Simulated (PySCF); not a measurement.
CH6N2Si2, SMILES [SiH2]1N=C[Si@@H]1N.

Geometry: B3LYP-D3(BJ)/def2-SVP. The structure was generated by enumeration; whether it is a known compound was not checked. One conformer was computed; it need not be the lowest.

All values below come from B3LYP-D3(BJ)/def2-SVP (PySCF).

Frequencies are harmonic and unscaled.

```csv
mode,ν (cm⁻¹),IR (km/mol),Raman (Å⁴/amu),depolarisation,moving atoms (share of kinetic energy)
1,106,17.9,3.7,0.67,"N 38 %, H 32 %, Si 25 %"
2,136,27.5,1.7,0.74,"N 56 %, H 23 %, Si 17 %"
3,216,90.9,1.9,0.70,"H 79 %, Si 12 %, N 8 %"
4,294,2.6,4.4,0.75,"H 53 %, C 24 %, N 14 %, Si 9 %"
5,323,50.8,4.8,0.69,"H 79 %, N 10 %, Si 9 %"
6,395,14.4,26.3,0.23,"Si 54 %, H 26 %, N 16 %"
7,439,8.9,8.1,0.67,"Si 52 %, N 24 %, C 12 %, H 11 %"
8,505,13.2,5.9,0.60,"H 60 %, Si 26 %, C 8 %"
9,626,6.2,16.5,0.41,"H 72 %, C 11 %, Si 10 %"
10,660,15.6,12.4,0.74,"H 83 %, N 11 %"
11,690,38.0,16.5,0.25,"N 34 %, H 31 %, Si 21 %, C 14 %"
12,706,10.7,2.3,0.73,"H 66 %, C 15 %, N 15 %"
13,730,75.2,3.2,0.74,"H 47 %, N 23 %, C 19 %, Si 12 %"
14,799,140.2,6.5,0.40,"H 70 %, Si 20 %"
15,869,44.0,6.7,0.58,"N 44 %, H 30 %, Si 26 %"
16,896,70.9,3.1,0.74,"H 73 %, C 16 %"
17,923,181.1,5.8,0.75,"H 67 %, Si 15 %, N 10 %, C 9 %"
18,964,101.6,11.7,0.74,H 90 %
19,1286,14.4,6.5,0.60,"H 79 %, C 13 %"
20,1532,45.4,9.4,0.61,"H 89 %, N 11 %"
21,1593,36.1,3.0,0.22,"C 53 %, N 46 %"
22,2191,119.2,143.1,0.50,H 97 %
23,2203,110.7,299.7,0.10,H 98 %
24,2209,159.9,110.5,0.71,H 96 %
25,2994,80.6,326.8,0.35,"H 92 %, C 8 %"
26,3585,42.2,184.9,0.15,H 96 %
27,3684,37.0,104.0,0.70,"H 91 %, N 9 %"
```
